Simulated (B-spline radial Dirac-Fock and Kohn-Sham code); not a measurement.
**Auger decay of the 3d5/2 hole in Ho⁶⁺**

System: holmium as Ho⁶⁺, configuration [Kr] 4d10 4f9 5s2 5p4.

Level of theory: one-electron (LDA, Dirac) transition rates at Dirac-Fock energies; a radial atomic solver. Kinetic energies are configuration averages from the vacuum level; the two-hole energies are estimated from single-hole states.

```
transition  kinetic energy (eV)  width (meV)  share (%)
   M5-N1N5                622.4         82.8        6.8
   M5-N2N5                706.2         82.6        6.8
   M5-N3N5                    –          131       10.8
   M5-N4N5                887.5          176       14.4
   M5-N5N5                895.2          200       16.5
   M5-N4N7               1055.6         44.7        3.7
   M5-N5N6               1061.9         75.3        6.2
   M5-N5N7               1063.8          117        9.6
   M5-N6N7               1229.1         94.3        7.7
   M5-N7N7               1230.2         65.0        5.3
```

A dash stands for an energy that rests on an unreliable hole state.

The listed channels hold 88 % of the non-radiative rate. Summed by principal shells, of 1.22 eV in all: MNN 95.8 %, MNO 4.2 %.

Values without a named source are computed, but for edge energies of neutral atoms, which are taken from tables.
